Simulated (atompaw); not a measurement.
## Logarithmic derivatives: Pr, PAW (atompaw)

atompaw 4.2.0.5 input, output lines left out:

```
Pr 59
GGA-PBE scalarrelativistic loggrid 2001 logderivrange -2 5 176
6 6 5 4 0 0
6 0 1.5
6 1 0
5 2 0
4 3 3
0 0 0
c
c
c
c
c
v
c
c
c
c
v
c
c
v
v
3
3.00 2.50 1.95 2.10
y
1.7
n
y
0.85
n
y
0.75
n
y
1.55
n
custom polynom vanderbiltortho sinc
4 0 ultrasoft
3.00
3.00
3.00
3.00
3.00
3.00
1.75
1.75
```

The phase is arctan(r·u′/u) with u = r·R(r), unwrapped; energies in Ry, scanned from -2 to 5 Ry. A pole is an energy at which the radial function vanishes at the test radius. The pseudo phase is shifted by a multiple of π to meet the all-electron one at the reference energy, and phase errors are pseudo minus all-electron; the curves can meet again beyond the range given. Levels narrower than the energy grid can be missing from the lists of poles.

For each channel, where are the poles, and over which energies does the pseudopotential scatter like the atom?

| channel | radius (bohr) | reference energy (Ry) | poles, all-electron | poles, pseudo | unbroken range about the reference energy with phases within 0.05 rad | phase error 1 Ry above the reference energy (rad) |
| --- | --- | --- | --- | --- | --- | --- |
| s | 3.02 | -0.42 | 2.56 | 2.54, 4.76 | below 3.8 | -0.002 |
| p | 3.02 | -0.23 | -1.57, 3.79 | -1.59, 3.64 | -1.8 to 4.8 | -0.000 |
| d | 3.02 | -0.34 | 0.51 | 0.51 | the whole range | -0.000 |
| f | 3.02 | -0.29 | -0.23, 3.13 | -0.23, 3.17 | below 4.6 | +0.001 |

Note: ghost states, extra bound levels that the all-electron valence spectrum of the same l lacks: s at -52.0 eV, p at -24.5 eV. A true bound ghost makes a file unfit for plane-wave use.

Phases in the s channel:

| E (Ry) | all-electron | pseudo |
| --- | --- | --- |
| -2.00 | 1.324 | 1.316 |
| -1.52 | 1.261 | 1.258 |
| -1.04 | 1.161 | 1.160 |
| -0.56 | 0.949 | 0.949 |
| -0.08 | 0.306 | 0.305 |
| 0.40 | -0.817 | -0.820 |
| 0.88 | -1.250 | -1.251 |
| 1.36 | -1.411 | -1.411 |
| 1.84 | -1.494 | -1.494 |
| 2.32 | -1.549 | -1.550 |
| 2.80 | -1.591 | -1.594 |
| 3.28 | -1.628 | -1.638 |
| 3.76 | -1.666 | -1.704 |
| 4.24 | -1.710 | -2.208 |
| 4.72 | -1.773 | -4.700 |
